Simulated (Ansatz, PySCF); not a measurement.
C₄H₁₅NSi₂, singlet, geometry from GFN2-xTB, with bond 18-6 at 1.4 times its length. Base run: PySCF with CASSCF(2,4)/STO-3G.

Input for PySCF:
```python
from pyscf import gto, scf, mcscf
import numpy

mol = gto.Mole()
mol.atom = '''
    Si    1.379391    0.503803    0.481656
    C     2.686754    1.586403   -0.379145
    C     2.100624   -1.254947    0.643762
    Si   -0.572177    0.567342   -0.757209
    N    -1.679439   -0.596908   -0.130196
    C    -1.895004   -0.768669    1.282880
    C    -2.825720   -1.008696   -0.897853
    H     1.255429    1.030275    1.862094
    H     2.877596    1.243910   -1.392431
    H     3.633383    1.576938    0.153128
    H     2.357795    2.619227   -0.442519
    H     2.310049   -1.680698   -0.333908
    H     1.405109   -1.921783    1.144904
    H     3.028550   -1.262396    1.209413
    H    -1.139332    1.936396   -0.841029
    H    -0.425928    0.148315   -2.161334
    H    -1.001966   -0.487145    1.835330
    H    -2.218655   -2.236189    1.585370
    H    -2.733785   -0.158916    1.643806
    H    -2.605698   -0.923836   -1.958105
    H    -3.708201   -0.395232   -0.676469
    H    -3.071669   -2.050375   -0.670586
'''
mol.basis = 'sto-3g'
mol.charge = 0
mol.spin = 0
mol.verbose = 4
mol.build()

mf = scf.RHF(mol)
mf.kernel()
mc = mcscf.CASSCF(mf, 4, 2)
mc.fix_spin_(ss=0.0)
mc.kernel()
occ = numpy.linalg.eigvalsh(mc.fcisolver.make_rdm1(mc.ci, mc.ncas, mc.nelecas))[::-1]
ss = mc.fcisolver.spin_square(mc.ci, mc.ncas, mc.nelecas)[0]
print('natural occupations', occ.round(4), ' <S^2>', round(ss, 4))
```

Programs used: Ansatz (a first-principles code), PySCF; a row that names a program was run with it.

Each row names what was changed in the base input (with any setting that the change needs).

| change | ΔE vs base (kcal/mol) | natural occupations | <S^2> of the state |
|---|---|---|---|
| base | 0.000 | 1.91 0.09 0.00 0.00 | 0.00 |
| orbitals = fixed (CASCI) | 24.45 | 2.00 0.00 0.00 0.00 | 0.00 |
| active space = 8 electrons, 9 orbitals | -26.37 | 1.98 1.98 1.97 1.91 0.09 0.03 0.02 0.02 0.00 | 0.00 |
| code = ansatz; correction = SC-NEVPT2, all electrons | -203.9 | - | - |
| orbitals = fixed (CASCI); correction = SC-NEVPT2 | -194.7 | 2.00 0.00 0.00 0.00 | 0.00 |
| start = MP2 natural orbitals | -0.066 | 1.91 0.09 0.00 0.00 | 0.00 |
| fix_spin_ = off | 0.000 | 1.91 0.09 0.00 0.00 | 0.00 |
| code = ansatz | -0.038 | - | - |
| state_average = 2 states | 35.71 | - | - |
| solver = newton | 0.000 | 1.91 0.09 0.00 0.00 | 0.00 |
| correction = SC-NEVPT2 | -204.5 | 1.91 0.09 0.00 0.00 | 0.00 |

Active orbitals are taken around the Fermi level unless the row says otherwise; CASSCF can end in different local minima, and two programs can end on different orbitals. State-averaged rows give the lowest state.
